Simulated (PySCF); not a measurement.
# Excitation energy of Ga by level of theory

Ga [Ar] 3d10 4s2 4p1 (2P) → Ga [Ar] 3d10 4s2 4d1 (2D), as a difference of total energies. Computed with PySCF 2.14 in dyall-av2z, with the non-relativistic Hamiltonian (point nucleus). Correlated levels: valence: [Ar] 3d10 frozen; virtual orbitals above 40 to 60 times the deepest correlated orbital energy dropped. The calculations carry no spin-orbit coupling.

| method | excitation energy (eV) |
| --- | --- |
| UHF | 5.029 |
| MP2 (valence) | 5.056 |
| SCS-MP2 (valence) | 5.037 |
| CCSD (valence) | 4.805 |
| CCSD(T) (valence) | 4.731 |

Question: How much does correlation contribute at CCSD(T) (valence)?

Answer: 4.731 − (5.029) = -0.298 eV, measured against UHF.

These non-relativistic numbers lack the scalar-relativistic shift.

Errors of the correlated levels include the incompleteness of this basis and the frozen core.

The promoted electron is Rydberg-like, and one or two diffuse shells describe it only roughly, which tends to raise the upper state.

The coupled-cluster amplitudes are large for the upper state (T1 above 0.03 or a double amplitude above 0.15), so a single reference is strained.

For comparison: 4.245 eV (measured; NIST levels, between the centres of gravity of the two terms).
